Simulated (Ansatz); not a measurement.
Geometry optimisation, RKS PBE0/def2-SVP in Ansatz 0.2.0.

Input:

```yaml
crystal:
  periodic: [false, false, false]
  atoms:
    - { symbol: "N", position_ang: [-0.4075, 0.41697, -0.32607] }
    - { symbol: B, position_ang: [0.42308, -0.43547, 0.33961] }
    - { symbol: Se, position_ang: [1.47708, -1.50952, 1.18098] }
    - { symbol: H, position_ang: [-0.69658, 1.30897, 0.03876] }
    - { symbol: H, position_ang: [-0.79609, 0.21905, -1.23327] }
basis:
  gaussian: { orbitals: def2-SVP }
hamiltonian:
  xc: pbe0
relax:
  f_tol: 0.02
  max_steps: 50
output:
  orbitals: {}
```

Run as:

```bash
$ ansatz run input.yaml --threads 1 --pin off --max-ram 2048MiB --backend cpu --events-out ev --progress --plain --runs-dir out
```

Task: Where does it end, and by what steps?

Result: The run converged. After 4 steps the energy has fallen by 0.026 eV; Se3 moved furthest, 0.03 Å.

| step | energy less start (eV) | largest force component (eV/Å) | accepted |
| --- | --- | --- | --- |
| 0 | 0.0000 | 0.779 | yes |
| 1 | -0.0228 | 0.237 | yes |
| 2 | -0.0255 | 0.051 | yes |
| 3 | -0.0255 | 0.119 | yes |
| 4 | -0.0258 | 0.009 | yes |

```xyz
5
Properties=species:S:1:pos:R:3
N -0.416 0.426 -0.333
B 0.422 -0.432 0.338
Se 1.494 -1.528 1.195
H -0.699 1.321 0.046
H -0.800 0.213 -1.245
```

Time of the run: 12 s on 1 thread of Intel(R) Xeon(R) Processor @ 2.70GHz, on a shared host, peak memory 0.15 GiB.
